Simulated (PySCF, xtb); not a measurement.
GeH₃, SMILES [GeH3] (connectivity only; charge and spin as stated), charge +1, multiplicity 1.

Harmonic wavenumbers (cm⁻¹) from xtb 6.7.1 with GFN2-xTB at its own minimum, in rising order: 631, 699, 699, 1761, 1891, 1891.

Task: What does PySCF with PBE0-D3(BJ)/def2-TZVPD give at its own minimum? (Estimate from the structure and the level; the computed values follow.)

Result: 800, 852, 852, 2204, 2265, 2265. Paired by order, the mean absolute difference is 278 cm⁻¹ and the zero-point energies are 10.8 and 13.2 kcal/mol.
